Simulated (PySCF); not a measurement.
## Diatomics of In with group 15

r²SCAN with triple-zeta basis sets in PySCF, for the lowest determinant that a PBE0 search found; no spin–orbit coupling. De refers to high-spin ground-configuration atoms. A positive dipole means M(−)In(+).

```csv
M,basis,state (unpaired electrons),Re (Å),ωe (cm⁻¹),De (eV),μ (D)
N,x2c-TZVPPall,triplet (π ↑↑),2.218,441,1.85,2.33
P,def2-TZVPP,triplet (π ↑↑),2.645,254,1.98,2.04
As,def2-TZVPPD,triplet (π ↑↑),2.740,179,1.94,1.92
Sb,def2-TZVPPD,triplet (π ↑↑),2.940,144,1.74,1.82
```

The shortest bond is that of InN (2.218 Å), the longest that of InSb (2.940 Å).

The rows differ in basis set, which adds steps of its own.

Down a group the atoms grow and get heavier, so bonds lengthen and wavenumbers fall; this series shows no clear exception.

These are scalar-relativistic numbers at best; spin–orbit coupling would shift them, the dissociation energy most. States were picked by a PBE0 search and need not be the measured ground states.
